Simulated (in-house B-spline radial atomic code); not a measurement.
Configurations of Sr3+, with energies counted from [Ar] 3d10 4s2 4p5. Level of theory: scalar-relativistic (X2C) wB97X, spin-polarised, spherical fractional occupations, Fermi nucleus of rms radius 4.224 fm; calculated with a B-spline radial code for spherical atoms. Shells without spins written out take the highest spin.

Caution: exact exchange at fractional occupations of open shells leaves self-interaction of up to several eV.

Occupations are held fixed; configurations that lie above the ionisation limit could autoionise.

| configuration | E - E(ref) (eV) | highest orbital | its <r> (bohr) |
| --- | --- | --- | --- |
| [Ar] 3d10 4s2 4p(2 up, 2 down) 4d(1 up, 0 down) | 32.598 | 4d up | 2.057 |
| [Ar] 3d10 4s2 4p4 5p1 | 35.722 | 5p up | 3.586 |
| [Ar] 3d10 4s1 4p5 5f1 | 68.093 | 5f up | 7.395 |
| [Ar] 3d9 4s2 4p5 5p1 | 159.58 | 5p up | 3.511 |
| [Ar] 3d(4 up, 5 down) 4s2 4p(2 up, 3 down) 5p(1 up, 0 down) | 159.69 | 5p up | 3.532 |
| [Ne] 3s2 3p5 3d10 4s2 4p5 5s1 | 281.57 | 5s up | 2.976 |

**Question.** Order these further configurations by energy, lowest first.
A. [Ar] 3d(5 up, 4 down) 4s2 4p(2 up, 3 down) 5d(1 up, 0 down)
B. [Ar] 3d10 4s2 4p4 4f1
C. [Ar] 3d9 4s2 4p6
D. [Ne] 3s2 3p5 3d10 4s2 4p6
E. [Ar] 3d10 4s1 4p5 4d1

**Answer.** B (44.073 eV), E (47.078 eV), C (117.62 eV), A (166.62 eV), D (246.68 eV).

**Question.** How far above the reference does [Ar] 3d10 4s1 4p5 4f1 lie?

**Answer.** 64.046 eV; its least bound orbital is 4f up with <r> = 4.225 bohr.
